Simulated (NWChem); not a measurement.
System: KI; SMILES [K][I]

Results from NWChem. Medium grid unless said otherwise, to which SCAN and Minnesota functionals are sensitive. All runs use the structure optimised with PBE0/def2-SVP. def2 effective core potentials on I; no spin-orbit coupling.

**Question.** Order these by “dipole (D)”, lowest first: TPSS/def2-SVP; BLYP/def2-SVP; MPW1K/def2-SVP; PBE/def2-SVP; PBE0/def2-SVP.

**Answer.** BLYP/def2-SVP (10.31), PBE/def2-SVP (10.56), TPSS/def2-SVP (10.86), PBE0/def2-SVP (11.10), MPW1K/def2-SVP (11.40)
